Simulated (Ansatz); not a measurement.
One change: `[CH3][Ge]([NH2])([F])[Cl]` becomes `[CH3][Ge]([NH2])([F])[F]`.

Ansatz, PBE0-D4/def2-TZVP geometries, multiplicity 1. Each molecule was computed in one conformer, which needn't be the lowest.

Scalar relativity is left out up to krypton.

```
                                                                                  property  `[CH3][Ge]([NH2])([F])[Cl]`
                                            size of the dipole moment (PBE/def2-TZVPP) / D                         2.79
                                                       HOMO–LUMO gap (PBE/def2-TZVPP) / eV                         5.76
                                        size of the dipole moment (ωB97M-V/def2-TZVPP) / D                         2.84
ideal-gas entropy at 298 K and 1 bar (rigid rotor, harmonic PBE0-D4/def2-TZVP) / J/(mol·K)                          373
                                                         HOMO energy (PBE/def2-TZVPP) / eV                        -6.62
                                                        LUMO energy (PBE0/def2-TZVPP) / eV                         0.10
```

Task: Give the same properties after the change, and the shifts. (An estimate is asked.)

Result: The calculation gave: 
```json
{"property": "size of the dipole moment (PBE/def2-TZVPP) / D", "`[CH3][Ge]([NH2])([F])[F]`": "2.91", "shift": "0.12"}
{"property": "HOMO–LUMO gap (PBE/def2-TZVPP) / eV", "`[CH3][Ge]([NH2])([F])[F]`": "6.02", "shift": "0.26"}
{"property": "size of the dipole moment (ωB97M-V/def2-TZVPP) / D", "`[CH3][Ge]([NH2])([F])[F]`": "3.00", "shift": "0.16"}
{"property": "ideal-gas entropy at 298 K and 1 bar (rigid rotor, harmonic PBE0-D4/def2-TZVP) / J/(mol·K)", "`[CH3][Ge]([NH2])([F])[F]`": "362", "shift": "-11"}
{"property": "HOMO energy (PBE/def2-TZVPP) / eV", "`[CH3][Ge]([NH2])([F])[F]`": "-6.69", "shift": "-0.07"}
{"property": "LUMO energy (PBE0/def2-TZVPP) / eV", "`[CH3][Ge]([NH2])([F])[F]`": "0.24", "shift": "0.14"}
```

With PBE0 the HOMO falls by 0.14 eV and the LUMO rises by 0.14 eV, so the gap widens by about 0.28 eV. PBE moves the HOMO by -0.07 eV and ωB97M-V by -0.23 eV. Dipoles are sizes alone; their direction can turn.
